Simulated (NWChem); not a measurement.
System: SbHCl2; SMILES [Cl][SbH][Cl]

Here is an NWChem input.

```
start job
memory heap 200 mb stack 900 mb global 1100 mb
geometry units angstroms noautosym nocenter noautoz
  Sb    -0.580116     0.024409     0.000000
  H     -0.726564    -1.718136     0.000000
  Cl     0.949819     0.027082    -1.844772
  Cl     0.949819     0.027082     1.844772
end
basis spherical
  * library sto-3g
end
dft
  xc b3lyp
  iterations 150
end
property
  response 1 0.0773
end
task dft property
```

STO-3G and 3-21G are far too small for this property and stand as cheap habits. Geometry: optimised at PBE-D3(BJ)/def2-SVP (def2 core potentials past Kr).

Field at 589 nm.

Problem. Predict the main results of this run. (B3LYP/STO-3G, non-relativistic.) Quantities: isotropic polarisability (bohr³); anisotropy (bohr³).

Solution. 
```json
{
  "isotropic polarisability (bohr³)": "31.4",
  "anisotropy (bohr³)": "29.8"
}
```
